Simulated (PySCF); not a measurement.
dimethyl telluride (C₂H₆Te), singlet, at a GFN2-xTB geometry (core potentials on Te); R2SCAN/def2-SVP run with PySCF.

The PySCF input:
```python
from pyscf import gto, scf, dft

mol = gto.M(
    atom='''
C     1.51403960   -0.61814695    0.97361016
Te    0.01637111    0.19648656   -0.35400888
C    -1.60205503   -0.43829160    0.92933228
H     1.38011691   -1.68745138    1.07645886
H     2.48866467   -0.41855255    0.54994310
H     1.44343271   -0.14926988    1.94678120
H    -1.59498997   -1.51573359    1.03418433
H    -2.53486000   -0.12860379    0.47856174
H    -1.50556944    0.02094119    1.90487761
''',
    basis='def2-svp',
    ecp={'Te': 'def2-svp'},
    verbose=4,
)

mf = dft.RKS(mol)
mf.xc = 'r2scan'
mf.grids.atom_grid = (99, 590)
mf.grids.prune = None
mf.kernel()
```

It wrote (shortened):

```
PySCF version 2.14.0

[INPUT] verbose = 4
[INPUT] num. atoms = 9
[INPUT] num. electrons = 42
[INPUT] charge = 0
[INPUT] spin (= nelec alpha-beta = 2S) = 0
[INPUT] symmetry False subgroup None
[INPUT] Mole.unit = angstrom
[INPUT] Symbol           X                Y                Z      unit          X                Y                Z       unit  Magmom
[INPUT]  1 C      1.514039600000  -0.618146950000   0.973610160000 AA    2.861120185746  -1.168128440235   1.839856554494 Bohr   0.0
[INPUT]  2 Te     0.016371110000   0.196486560000  -0.354008880000 AA    0.030936914255   0.371305785558  -0.668979828864 Bohr   0.0
[INPUT]  3 C     -1.602055030000  -0.438291600000   0.929332280000 AA   -3.027445243182  -0.828251086697   1.756183487918 Bohr   0.0
[INPUT]  4 H      1.380116910000  -1.687451380000   1.076458860000 AA    2.608042979781  -3.188820956719   2.034212429762 Bohr   0.0
[INPUT]  5 H      2.488664670000  -0.418552550000   0.549943100000 AA    4.702894642181  -0.790949688238   1.039241843094 Bohr   0.0
[INPUT]  6 H      1.443432710000  -0.149269880000   1.946781200000 AA    2.727692501139  -0.282079191847   3.678883292452 Bohr   0.0
[INPUT]  7 H     -1.594989970000  -1.515733590000   1.034184330000 AA   -3.014094214728  -2.864321362904   1.954325146017 Bohr   0.0
[INPUT]  8 H     -2.534860000000  -0.128603790000   0.478561740000 AA   -4.790191164115  -0.243025941681   0.904350622295 Bohr   0.0
[INPUT]  9 H     -1.505569440000   0.020941190000   1.904877610000 AA   -2.845113903115   0.039573113822   3.599696983716 Bohr   0.0

nuclear repulsion = 130.783456879979
number of shells = 40
number of NR pGTOs = 151
number of NR cGTOs = 84
basis = def2-svp
ecp = {'Te': 'def2-svp'}

******** <class 'pyscf.dft.rks.RKS'> ********
method = RKS
initial guess = minao
damping factor = 0
level_shift factor = 0
DIIS = <class 'pyscf.scf.diis.CDIIS'>
diis_start_cycle = 1
diis_space = 8
diis_damp = 0
SCF conv_tol = 1e-09
SCF conv_tol_grad = None
SCF max_cycles = 50
direct_scf = True
direct_scf_tol = 1e-13
XC library pyscf.dft.libxc version 7.1.2
    S. Lehtola, C. Steigemann, M. J. T. Oliveira, and M. A. L. Marques,  SoftwareX 7, 1–5 (2018)
XC functionals = r2scan
    J. W. Furness, A. D. Kaplan, J. Ning, J. P. Perdew, and J. Sun,  J. Phys. Chem. Lett. 11, 8208–8215 (2020)
    J. W. Furness, A. D. Kaplan, J. Ning, J. P. Perdew, and J. Sun,  J. Phys. Chem. Lett. 11, 9248–9248 (2020)
    J. W. Furness, A. D. Kaplan, J. Ning, J. P. Perdew, and J. Sun,  J. Phys. Chem. Lett. 11, 8208–8215 (2020)
    J. W. Furness, A. D. Kaplan, J. Ning, J. P. Perdew, and J. Sun,  J. Phys. Chem. Lett. 11, 9248–9248 (2020)
radial grids:
    Treutler-Ahlrichs [JCP 102, 346 (1995); DOI:10.1063/1.469408] (M4) radial grids

becke partition: Becke, JCP 88, 2547 (1988); DOI:10.1063/1.454033
pruning grids: None
grids dens level: 3
symmetrized grids: False
atomic radii adjust function: <function treutler_atomic_radii_adjust>
User specified grid scheme (99, 590)
small_rho_cutoff = 0
Set gradient conv threshold to 3.16228e-05
Initial guess from minao.
tot grids = 525696
init E= -319.989052641014
  HOMO = -0.792908208995469  LUMO = -0.663837825635309  gap/eV = 3.51218
cycle= 1 E= -345.802214278436  delta_E= -25.8  |g|=    3  |ddm|= 8.42
  HOMO = 0.0804818792566859  LUMO = 0.0995409194029016  gap/eV = 0.51862
cycle= 2 E= -341.944654384767  delta_E= 3.86  |g|= 3.68  |ddm|=   25
  HOMO = -0.257531285532353  LUMO = -0.0815690425466418  gap/eV = 4.78818
cycle= 3 E= -347.405669594269  delta_E= -5.46  |g|= 1.03  |ddm|= 24.3
  HOMO = -0.183550622965356  LUMO = -0.052781125166657  gap/eV = 3.55842
cycle= 4 E= -347.631573818135  delta_E= -0.226  |g|= 0.775  |ddm|= 2.08
  HOMO = -0.157298529995503  LUMO = -0.0135819034037237  gap/eV = 3.91073
cycle= 5 E= -347.807719685117  delta_E= -0.176  |g|= 0.16  |ddm|= 0.914
  HOMO = -0.176361245130504  LUMO = -0.0358036068628174  gap/eV = 3.82477
cycle= 6 E= -347.814540190888  delta_E= -0.00682  |g|= 0.0196  |ddm|= 0.176
  HOMO = -0.175283550233502  LUMO = -0.0339054887614942  gap/eV = 3.84709
cycle= 7 E= -347.814674884558  delta_E= -0.000135  |g|= 0.00536  |ddm|= 0.0331
  HOMO = -0.175065547940859  LUMO = -0.0339366686794396  gap/eV = 3.84031
cycle= 8 E= -347.814683764706  delta_E= -8.88e-06  |g|= 0.000635  |ddm|= 0.00703
  HOMO = -0.17502108061988  LUMO = -0.0339114026206122  gap/eV = 3.83979
cycle= 9 E= -347.81468391052  delta_E= -1.46e-07  |g|= 7.37e-05  |ddm|= 0.00101
  HOMO = -0.175027787220779  LUMO = -0.0339172548845319  gap/eV = 3.83981
cycle= 10 E= -347.814683911868  delta_E= -1.35e-09  |g|= 1.85e-05  |ddm|= 0.000127
  HOMO = -0.175025821987726  LUMO = -0.0339156374503595  gap/eV = 3.83980
cycle= 11 E= -347.814683912012  delta_E= -1.43e-10  |g|= 3.39e-06  |ddm|= 3.86e-05
  HOMO = -0.17502537033684  LUMO = -0.0339153389419131  gap/eV = 3.83980
Extra cycle  E= -347.81468391201  delta_E= 1.71e-12  |g|= 3.7e-06  |ddm|= 1.55e-05
converged SCF energy = -347.81468391201
```
